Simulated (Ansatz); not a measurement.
**From SiH3(SnH3) to SiH3(SnCl3): predicting a member**

Gas-phase molecules. On one Sn centre that keeps SiH3, n of the H ligands are replaced by Cl. The atomisation energy (no zero-point term) y in kJ/mol at CCSD(T)/def2-TZVPP. Shapes: PBE0-D4/def2-TZVP. Programs: Ansatz 0.2.0.

| molecule | n | y (kJ/mol) |
| --- | --- | --- |
| SiH3(SnH3) | 0 | 1973 |
| SnH2(SiH3)Cl | 1 | ? |
| SnH(SiH3)Cl2 | 2 | 2075 |
| SiH3(SnCl3) | 3 | 2127 |

**Question.** Fit y = c + s·n to the known rows and predict SnH2(SiH3)Cl.

**Answer.** 
1. Means of the 3 rows: n = 1.66667, y = 2058.3.
2. Σ(Δn)² = 4.6667, Σ(Δn·Δy) = 239.33, so the slope is 239.33/4.6667 = 51.285.
3. Intercept: 2058.3 − (51.285) × 1.66667 = 1972.8. The largest residual of the fit is 0.4.
4. SnH2(SiH3)Cl: 1972.8 + (51.285) × 1 = 2024 kJ/mol.

The run gave 2022 kJ/mol, so the prediction is off by +2 kJ/mol, more than the largest residual. The steps are nearly additive. The slope is the difference between a Sn–Cl and a Sn–H bond. Other levels give for SnH2(SiH3)Cl: SPW92/def2-TZVPP 2292; PBE0-D4/def2-TZVPP 2033; CCSD(T)/def2-SVP 1907 kJ/mol. Spin-orbit coupling of the free atoms (H 0, Cl 4 kJ/mol each; the atoms kept shift only the intercept) is left out. Coupled cluster in double- or triple-zeta sets underbinds by a few per cent against its basis-set limit. For atoms past krypton def2 sets carry core potentials with scalar relativity. Outer-core shells of Sn are correlated, in sets that cover them unevenly.
